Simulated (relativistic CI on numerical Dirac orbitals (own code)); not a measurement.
# Radial parameters of Ni⁶⁺

These numbers are calculated, not measured: Dirac-Coulomb-Breit CI, separate exchange-only KLI orbitals for each configuration, a model potential for QED, unscaled Slater integrals (own radial code, finite nucleus).

Slater integrals F^k, G^k are unscaled and averaged over j, outside the closed core [Ne]; ζ comes from projecting the Hamiltonian with its Breit term on Σ l·s of the shell.

- 3s2 3p6 3d4: F^2(3d,3d) = 128740, F^4(3d,3d) = 81442, ζ(3d) = 961.16 cm⁻¹; <r>(3d) = 0.7555, <r^2>(3d) = 0.6889 (bohr units).
- 3s2 3p5 3d5: ζ(3p) = 12906, F^2(3d,3d) = 128600, F^4(3d,3d) = 81346, F^2(3p,3d) = 129810, G^1(3p,3d) = 157350, G^3(3p,3d) = 98008, ζ(3d) = 936.06 cm⁻¹; <r>(3p) = 0.7304, <r^2>(3p) = 0.6205, <r>(3d) = 0.7563, <r^2>(3d) = 0.6904 (bohr units).
- 3s2 3p6 3d3 4s: F^2(3d,3d) = 133580, F^4(3d,3d) = 84686, ζ(3d) = 1036, G^2(3d,4s) = 14668 cm⁻¹; <r>(3d) = 0.7322, <r^2>(3d) = 0.6453, <r>(4s) = 1.696, <r^2>(4s) = 3.228 (bohr units).

**Question.** Give the Racah parameters of the d shell in 3s2 3p6 3d4.

**Answer.** B = F²/49 − 5F⁴/441 = 1704 cm⁻¹ and C = 35F⁴/441 = 6464 cm⁻¹.

In this model ζ of a weakly bound d, f or g electron outside closed shells comes out too small, for d by up to a factor of two or three and at times with the wrong sign; that of an outer p electron is too small as well.

Averages of the first 10 configurations, taken without configuration mixing, which lowers the lowest level and can move excited configurations by several eV; other configurations of the list can lie among them:

| Configuration | Parity | States | Average energy above the lowest level (eV) |
| --- | --- | --- | --- |
| 3s2 3p6 3d4 | even | 210 | 6.6 |
| 3s2 3p5 3d5 | odd | 1512 | 76.1 |
| 3s2 3p6 3d3 4s | even | 240 | 51.2 |
| 3s2 3p6 3d3 4p | odd | 720 | 63.0 |
| 3s 3p6 3d5 | even | 504 | 123.7 |
| 3s2 3p6 3d3 4d | even | 1200 | 80.7 |
| 3s2 3p6 3d3 5s | even | 240 | 91.1 |
| 3s2 3p6 3d3 4f | odd | 1680 | 94.3 |
| 3s2 3p6 3d3 5p | odd | 720 | 96.0 |
| 3s2 3p6 3d3 5d | even | 1200 | 103.5 |
